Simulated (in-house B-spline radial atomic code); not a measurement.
A fraction x of an electron is removed from 2p in neutral phosphorus, starting from [Ne] 3s2 3p3 and keeping the highest spin. All numbers are computed (non-relativistic M06-L, spin-polarised, spherical fractional occupations; point nucleus) with a B-spline radial code for spherical atoms, not measured.

```
   x  E(x) - E(0) (eV)  2p down level (eV)
   0            0.0000            -126.090
0.05            6.3390            -127.471
0.23                 ?                   ?
0.31           40.4293            -134.804
0.43           56.8133            -138.270
 0.5           66.5635            -140.311
0.51           67.9681            -140.604
0.71           96.6785            -146.516
0.83                 ?                   ?
0.97          135.7868            -154.342
   1          140.4307            -155.255
```

Question: What belongs in the row x = 0.23?

Answer: An energy change of 29.7364 eV; 2p down at -132.521 eV.

Question: What belongs in the row x = 0.83?

Answer: An energy change of 114.4757 eV; 2p down at -150.110 eV.

Question: Check Janak's theorem between x = 0.31 and 0.43.

Answer: The slope of the energy is 136.53 eV; the orbital levels give 136.54 eV (-ε of the emptying orbital, averaged over the two points).
